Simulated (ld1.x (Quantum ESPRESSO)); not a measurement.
# Zn: variants of one TM potential

Base potential:

```
Element                 : Zn
Generator               : ld1.x (Quantum ESPRESSO) 7.5
Type                    : norm-conserving Troullier–Martins (Kleinman–Bylander form)
Functional              : PBE
Relativity              : scalar-relativistic
Frozen core             : [Ar] 3d10
Valence charge          : 2
Reference configuration : 4s1.5 4p0.5
Partial waves           : 4s (bound): rc 2.10 bohr; 4d channel at 0.25 Ry: rc 3.15 bohr; 4p (bound): rc 2.95 bohr
Local potential         : the p channel
Core correction         : Bessel-smoothed model core inside 1.85 bohr
```

Cutoffs, loose and tight: the cutoffs (Ry, on a coarse ladder) from which the occupation-weighted sum of valence levels, in a spherical-Bessel basis at the reference potential, stays within 10 and 1 mRy of its value at 400 Ry. They do not see the model core or the augmentation charge, which bear on the density cutoff. Test errors are all-electron minus pseudo excitation energies from the reference, over the configurations 4s2 4p0; 4s1 4p0; 4s1.5 4p0; 4s0 4p2; 4s1 4p1; 4s0 4p1. A dash means not determined; rows that change the core or the reference have their own tests.

A true bound ghost makes a file unfit for plane-wave use even where its test errors are small: the radial tests pick states by their node count and pass the ghost by.

| change | outcome | cutoff, loose | cutoff, tight | bound ghosts | largest test error (meV) |
| --- | --- | --- | --- | --- | --- |
| base | generated | 10 Ry | 30 Ry | s | -153 |
| wave 4d channel at 0.25 Ry: rc 3.15 bohr becomes 4d channel at 4.4 Ry: rc 3.15 bohr | generated | 10 Ry | 30 Ry | s, d | -153 |
| wave 4s (bound): rc 2.10 bohr becomes 4s (bound): rc 2.24 bohr | generated | 10 Ry | 25 Ry | none | -157 |
| local potential all-electron potential smoothed inside 1.70 bohr (lloc = -2) | generated | 10 Ry | 30 Ry | none | -152 |
| all radii but the core radius scaled by about 1.30 (s 2.72, p 3.82, d 4.08 bohr) | generated | 8 Ry | 18 Ry | none | -182 |
| wave 4d channel at 0.25 Ry: rc 3.15 bohr becomes 4d channel at 0.25 Ry: rc 3.68 bohr | generated | 10 Ry | 30 Ry | s | -153 |
| type TM semilocal; local potential the s channel | generated | 10 Ry | 30 Ry | none | -152 |
| core [Ar], valence charge 12; reference 3d10 4s1.75 4p0.25; waves now 4s (bound): rc 2.25 bohr; 4p (bound): rc 2.95 bohr; 4f channel at 0.35 Ry: rc 2.35 bohr; 3d (bound): rc 1.30 bohr; local potential the d channel; core correction Bessel-smoothed model core inside 1.10 bohr | generated | 160 Ry | 300 Ry | s, p | -144 |
| reference 4s1 4p1 | generated | 10 Ry | 25 Ry | s | -90 |
| wave 4p (bound): rc 2.95 bohr becomes 4p (bound): rc 1.90 bohr | generated | 10 Ry | 30 Ry | s | -161 |
| core correction Bessel-smoothed model core inside 2.04 bohr | generated | 10 Ry | 30 Ry | s | -147 |
| wave 4s (bound): rc 2.10 bohr becomes 4s (bound): rc 2.04 bohr | generated | 10 Ry | 30 Ry | s | -151 |
| core correction Bessel-smoothed model core inside 1.70 bohr | generated | 10 Ry | 30 Ry | s | -156 |
